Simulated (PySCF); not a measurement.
Dipole moment (D) of eight silicon and germanium compounds: PBE beside r2SCAN, computed with PySCF for isolated molecules in the bases named; differences from unrounded values. The eight are the first of their class met in an unordered collection, after screening for sound electronic states; none was chosen by its value, except that the dipole had to exceed 0.05 D. Each molecule has one DFT geometry for both levels.

```tsv
molecule	basis	r2SCAN	PBE	difference
C3H5FSi, SMILES FC=C=C[SiH3]	def2-TZVP	1.42	1.36	-0.06
CH7NOSi, SMILES [Si@H](N)(C)O	def2-TZVP	2.20	2.17	-0.03
Cl₂FHSSi, SMILES F[Si](S)(Cl)Cl	def2-TZVP	1.25	1.22	-0.03
Ge(Cl)(SH)3 (ClGeH3S3), SMILES [SH][Ge]([Cl])([SH])[SH]	def2-TZVP	2.50	2.38	-0.12
Si(F)2(OH)(SMe) (CH₄F₂OSSi), SMILES CS[Si](O)(F)F	def2-TZVP	2.75	2.66	-0.09
C2H6N2OSi, SMILES N[Si@@H]1COC=N1	def2-TZVP	1.75	1.74	-0.01
ClH6NOSi2, SMILES [SiH2](O[SiH2]Cl)N	def2-TZVP	1.42	1.40	-0.02
C₂H₃ClFNSi, SMILES N[Si@](C#C)(F)Cl	def2-TZVP	2.73	2.66	-0.07
```

PBE lies below r2SCAN in 8 and above it in 0 of the eight; the mean signed difference is -0.05 and the largest -0.12 D.
